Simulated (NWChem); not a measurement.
System: AlH₂O₂I; SMILES [OH][Al]([OH])[I]

Here is an NWChem input.

```
start job
memory heap 200 mb stack 900 mb global 1100 mb
geometry units angstroms
  Al     1.224065     0.950454     0.108980
  I     -0.749140    -0.581922    -0.066695
  O      1.152315     2.346238    -0.739242
  H      1.089590     3.146129    -1.237012
  O      2.458364     0.457925     1.061081
  H      3.159319     0.153703     1.615739
end
basis spherical
  * library def2-svp
end
ecp
  I library def2-ecp
end
dft
  xc xpbe96 cpbe96
  disp vdw 4
  iterations 150
end
driver
  maxiter 120
end
task dft optimize
dft
  grid fine
  convergence energy 1d-8 density 1d-7
end
task dft freq numerical
```

NWChem printed, in part:

```
             Northwest Computational Chemistry Package (NWChem) 7.3.0
             --------------------------------------------------------

 C2V symmetry detected

                             Geometry "geometry" -> ""
                             -------------------------

 Output coordinates in angstroms (scale by  1.889725989 to convert to a.u.)

  No.       Tag          Charge          X              Y              Z
 ---- ---------------- ---------- -------------- -------------- --------------
    1 Al                  13.0000     0.00000000     0.00000000     1.41245470
    2 I                   53.0000     0.00000000     0.00000000    -1.09205640
    3 O                    8.0000     0.00000000    -1.45882254     2.15038770
    4 H                    1.0000     0.00000000    -2.31174067     2.55543755
    5 O                    8.0000     0.00000000     1.45882254     2.15038770
    6 H                    1.0000     0.00000000     2.31174067     2.55543755

 Effective nuclear repulsion energy (a.u.)     380.3625416419

      Symmetry information
      --------------------

 Group name             C2v
 Group number             16
 Group order               4
 No. of unique centers     4

                                Z-matrix (autoz)
                                --------

 Units are Angstrom for bonds and degrees for angles

      Type          Name      I     J     K     L     M      Value
      ----------- --------  ----- ----- ----- ----- ----- ----------
    1 Stretch                  1     2                       2.50451
    2 Stretch                  1     3                       1.63484
    3 Stretch                  1     5                       1.63484
    4 Stretch                  3     4                       0.94421
    5 Stretch                  5     6                       0.94421
    6 Bend                     2     1     3               116.83218
    7 Bend                     2     1     5               116.83218
    8 Bend                     3     1     5               126.33564
    9 Bend                     4     1     2               116.30895
   10 Bend                     4     1     5               126.85887
   11 Bend                     6     1     2               116.30895
   12 Bend                     6     1     3               126.85887
   13 Torsion                  1     2     3     4         180.00000
   14 Torsion                  1     2     5     6         180.00000
   15 Torsion                  1     3     5     6         180.00000
   16 Torsion                  1     5     3     4         180.00000

                           NWChem Geometry Optimization
                           ----------------------------

 maximum gradient threshold         (gmax) =   0.000450
 rms gradient threshold             (grms) =   0.000300
 maximum cartesian step threshold   (xmax) =   0.001800
 rms cartesian step threshold       (xrms) =   0.001200
 fixed trust radius                (trust) =   0.300000
 source of zmatrix                         =   autoz

          -------------------
          Energy Minimization
          -------------------

 Using diagonal initial Hessian
 Scaling for Hessian diagonals: bonds = 1.00  angles = 0.25  torsions = 0.10

          --------
          Step   0

                                 NWChem DFT Module
                                 -----------------

 Summary of "ao basis" -> "ao basis" (spherical)
 ------------------------------------------------------------------------------
       Tag                 Description            Shells   Functions and Types
 ---------------- ------------------------------  ------  ---------------------
 Al                         def2-svp                 8       18   4s3p1d
 I                          def2-svp                10       26   4s4p2d
 O                          def2-svp                 6       14   3s2p1d
 H                          def2-svp                 3        5   2s1p

      Symmetry analysis of basis
      --------------------------

        a1         35
        a2          8
        b1         15
        b2         24

            General Information
            -------------------
          SCF calculation type: DFT
          Wavefunction type:  closed shell.
          No. of atoms     :     6
          No. of electrons :    56
           Alpha electrons :    28
            Beta electrons :    28
          Charge           :     0
          Spin multiplicity:     1
          Use of symmetry is: on ; symmetry adaption is: on
          Maximum number of iterations: 150
          AO basis - number of functions:    82
                     number of shells:    36
          Convergence on energy requested:  1.00D-06
          Convergence on density requested:  1.00D-05
          Convergence on gradient requested:  5.00D-04

              XC Information
              --------------
          PerdewBurkeErnzerhof Exchange Functional  1.000
            Perdew 1991 LDA Correlation Functional  1.000 local
           PerdewBurkeErnz. Correlation Functional  1.000 non-local

             Grid Information
             ----------------
          Grid used for XC integration:  medium
          Radial quadrature: Mura-Knowles
          Angular quadrature: Lebedev.
          Tag              B.-S. Rad. Rad. Pts. Rad. Cut. Ang. Pts.
          ---              ---------- --------- --------- ---------
          Al                  1.25       88           9.0       590
          I                   1.40      123          11.0       590
          O                   0.60       49          10.0       434
          H                   0.35       45          12.0       434
          Grid pruning is: on
          Number of quadrature shells:   305
          Spatial weights used:  Erf1

           DFT-D3BJ Model
          s6 scale factor  :        1.000000000000
          s8 scale factor  :        0.787500000000
          a1 parameter     :        0.428900000000
          a2 parameter     :        4.440700000000
              vdW contrib  :       -0.004013148181

      Superposition of Atomic Density Guess
      -------------------------------------

 Sum of atomic energies:        -739.29940284

      Non-variational initial energy
      ------------------------------

 Total energy =    -689.640900
 1-e energy   =   -1518.628751
 2-e energy   =     599.074330
 HOMO         =      -0.361115
 LUMO         =      -0.043539

      Symmetry analysis of molecular orbitals - initial
      -------------------------------------------------

  Numbering of irreducible representations:

     1 a1          2 a2          3 b1          4 b2

  Orbital symmetries:

     1 a1          2 a1          3 b2          4 a1          5 a1
     6 b2          7 b1          8 a1          9 b2         10 a1
    11 b1         12 a1         13 b2         14 b1         15 a1
    16 a2         17 a1         18 b2         19 a1         20 a1
    21 b2         22 a1         23 b1         24 a2         25 b2
    26 a1         27 b1         28 b2         29 a1         30 b1
    31 b2         32 a1         33 a1         34 b2         35 a1
    36 a1         37 b1         38 b2

   convergence    iter        energy       DeltaE   RMS-Dens  Diis-err
 ---------------- ----- ----------------- --------- --------- ---------
 d= 0,ls=0.0,diis     1   -691.3218909510 -9.21D+02  2.17D-02  1.08D+00
 d= 0,ls=0.0,diis     2   -691.0230367756  2.99D-01  1.42D-02  4.11D+00
 d= 0,ls=0.0,diis     3   -691.4320694331 -4.09D-01  2.63D-03  3.65D-02
 d= 0,ls=0.0,diis     4   -691.4349828052 -2.91D-03  1.41D-03  7.53D-03
 d= 0,ls=0.0,diis     5   -691.4364067909 -1.42D-03  2.57D-04  4.09D-04
  Resetting Diis
 d= 0,ls=0.0,diis     6   -691.4364736357 -6.68D-05  3.19D-05  5.91D-06
 d= 0,ls=0.0,diis     7   -691.4364743436 -7.08D-07  1.01D-05  1.59D-07
 d= 0,ls=0.0,diis     8   -691.4364743099  3.37D-08  5.10D-06  5.13D-07

         Total DFT energy =     -691.436474309894
      One electron energy =    -1522.865444993687
           Coulomb energy =      660.166514674025
    Exchange-Corr. energy =      -58.647051430074
 Nuclear repulsion energy =      229.913520588023

    Dispersion correction =       -0.004013148181

 Numeric. integr. density =       56.000004464426

                  Occupations of the irreducible representations
                  ----------------------------------------------

[...]

      ----------------------
      Optimization converged
      ----------------------

  Step       Energy      Delta E   Gmax     Grms     Xrms     Xmax
  ---- ---------------- -------- -------- -------- -------- --------
@   13    -691.44864255 -5.2D-07  0.00024  0.00010  0.00036  0.00112
                                     ok       ok       ok       ok

                                Z-matrix (autoz)
                                --------

 Units are Angstrom for bonds and degrees for angles

      Type          Name      I     J     K     L     M      Value     Gradient
      ----------- --------  ----- ----- ----- ----- ----- ---------- ----------
    1 Stretch                  1     2                       2.48979    0.00024
    2 Stretch                  1     3                       1.70770   -0.00007
    3 Stretch                  1     5                       1.70770   -0.00007
    4 Stretch                  3     4                       0.96989    0.00022
    5 Stretch                  5     6                       0.96989    0.00022
    6 Bend                     2     1     3               121.91798   -0.00001
    7 Bend                     2     1     5               121.91798   -0.00001
    8 Bend                     3     1     5               116.16404    0.00003
    9 Bend                     4     1     2               101.61945    0.00001
   10 Bend                     4     1     5               136.46257    0.00001
   11 Bend                     6     1     2               101.61945    0.00001
   12 Bend                     6     1     3               136.46257    0.00001
   13 Torsion                  1     2     3     4         180.00000    0.00000
   14 Torsion                  1     2     5     6         180.00000    0.00000
   15 Torsion                  1     3     5     6           0.00000    0.00000
   16 Torsion                  1     5     3     4           0.00000    0.00000

                         Geometry "geometry" -> "geometry"
                         ---------------------------------

 Output coordinates in angstroms (scale by  1.889725989 to convert to a.u.)

  No.       Tag          Charge          X              Y              Z
 ---- ---------------- ---------- -------------- -------------- --------------
    1 Al                  13.0000     0.00000000     0.00000000     1.57693076
    2 I                   53.0000     0.00000000     0.00000000    -0.91285955
    3 O                    8.0000     0.00000000    -1.44950424     2.47979892
    4 H                    1.0000     0.00000000    -2.32102487     2.05418988
    5 O                    8.0000     0.00000000     1.44950424     2.47979892
    6 H                    1.0000     0.00000000     2.32102487     2.05418988

 Effective nuclear repulsion energy (a.u.)     375.9802909268

      Symmetry information
      --------------------

 Group name             C2v
 Group number             16
 Group order               4
 No. of unique centers     4

                Final and change from initial internal coordinates
                --------------------------------------------------

                                Z-matrix (autoz)
                                --------

 Units are Angstrom for bonds and degrees for angles

      Type          Name      I     J     K     L     M      Value       Change
      ----------- --------  ----- ----- ----- ----- ----- ---------- ----------
    1 Stretch                  1     2                       2.48979   -0.01472
    2 Stretch                  1     3                       1.70770    0.07286
    3 Stretch                  1     5                       1.70770    0.07286
    4 Stretch                  3     4                       0.96989    0.02568
    5 Stretch                  5     6                       0.96989    0.02568
    6 Bend                     2     1     3               121.91798    5.08580
    7 Bend                     2     1     5               121.91798    5.08580
    8 Bend                     3     1     5               116.16404  -10.17160
    9 Bend                     4     1     2               101.61945  -14.68950
   10 Bend                     4     1     5               136.46257    9.60370
   11 Bend                     6     1     2               101.61945  -14.68950
   12 Bend                     6     1     3               136.46257    9.60370
   13 Torsion                  1     2     3     4         180.00000    0.00000
   14 Torsion                  1     2     5     6         180.00000    0.00000
   15 Torsion                  1     3     5     6           0.00000 -180.00000
   16 Torsion                  1     5     3     4           0.00000 -180.00000

[...]

 Rotational Constants
 --------------------
 A=   0.215928 cm-1  (  0.310665 K)
 B=   0.044654 cm-1  (  0.064246 K)
 C=   0.037002 cm-1  (  0.053237 K)

 Temperature                      =   298.15K
 frequency scaling parameter      =   1.0000

 Zero-Point correction to Energy  =   17.190 kcal/mol  (  0.027395 au)
 Thermal correction to Energy     =   21.125 kcal/mol  (  0.033665 au)
 Thermal correction to Enthalpy   =   21.717 kcal/mol  (  0.034609 au)

 Total Entropy                    =   80.409 cal/mol-K
   - Translational                =   41.579 cal/mol-K (mol. weight = 187.8874)
   - Rotational                   =   26.516 cal/mol-K (symmetry #  =        2)
   - Vibrational                  =   12.314 cal/mol-K

 Cv (constant volume heat capacity) =   19.699 cal/mol-K
   - Translational                  =    2.979 cal/mol-K
   - Rotational                     =    2.979 cal/mol-K
   - Vibrational                    =   13.740 cal/mol-K

[normal modes left out]

 ----------------------------------------------------------------------------
 Normal Eigenvalue ||           Projected Infra Red Intensities
  Mode   [cm**-1]  || [atomic units] [(debye/angs)**2] [(KM/mol)] [arbitrary]
 ------ ---------- || -------------- ----------------- ---------- -----------
    1       -0.000 ||    0.000033           0.001         0.032       0.005
    2       -0.000 ||    0.000033           0.001         0.032       0.005
    3        0.000 ||    0.000027           0.001         0.026       0.004
    4        0.000 ||    0.000023           0.001         0.023       0.004
    5        0.000 ||    0.000020           0.000         0.020       0.003
    6        0.000 ||    0.000016           0.000         0.016       0.003
    7      140.740 ||    0.018835           0.435        18.361       3.035
    8      185.793 ||    0.000073           0.002         0.071       0.012
    9      221.867 ||    0.036611           0.845        35.691       5.900
   10      277.826 ||    0.000000           0.000         0.000       0.000
   11      328.659 ||    0.019196           0.443        18.713       3.094
   12      338.620 ||    0.207528           4.788       202.309      33.444
   13      559.640 ||    0.129570           2.989       126.312      20.881
   14      622.687 ||    0.352369           8.129       343.507      56.786
   15      780.037 ||    0.075757           1.748        73.851      12.209
   16      939.387 ||    0.078318           1.807        76.348      12.621
   17     3817.348 ||    0.197771           4.563       192.797      31.872
   18     3817.976 ||    0.000761           0.018         0.742       0.123
 ----------------------------------------------------------------------------
```

Level: PBE-D3(BJ)/def2-SVP with def2 effective core potentials on I. def2 effective core potentials on I; no spin-orbit coupling.
